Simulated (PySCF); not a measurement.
Isomers of C8H7NO, one conformer each; single-point electronic energies without zero-point terms and without any empirical dispersion term.

All values: CAM-B3LYP/def2-SVPD (PySCF, non-relativistic), each on one gas-phase PBE0-D3(BJ)/def2-SVP geometry that isn't relaxed in the solvent. The solvent is an IEF-PCM continuum (Bondi radii, 1.10 Å for H, scaled by 1.2). Only the electrostatic response of the medium enters.

```tsv
isomer	relative energy, gas (kJ/mol)	dipole (D)
`Cc1nc2ccccc2o1`	0.0	1.27
`C=Nc1ccc(C=O)cc1`	115.4	3.49
```

Problem. How do the relative energies look in acetone (ε = 20.49)?

Solution. 
| isomer | relative energy, solvent (kJ/mol) | E(solvent) − E(gas) (kJ/mol) | dipole in solvent (D) |
| --- | --- | --- | --- |
| `Cc1nc2ccccc2o1` | 0.0 | -21.8 | 1.84 |
| `C=Nc1ccc(C=O)cc1` | 104.4 | -32.8 | 4.53 |

The order is unchanged. Conformers: `[CH2:1]=[N:2][c:3]1[cH:4][cH:5][c:6]([CH:7]=[O:8])[cH:9][cH:10]1` with C1–N2–C3–C4 -48°, C5–C6–C7–O8 0°. `C=Nc1ccc(C=O)cc1` gains most from the continuum, and it has the largest gas-phase dipole. The gains span 11.0 kJ/mol, the gas-phase energies 115.4 kJ/mol.
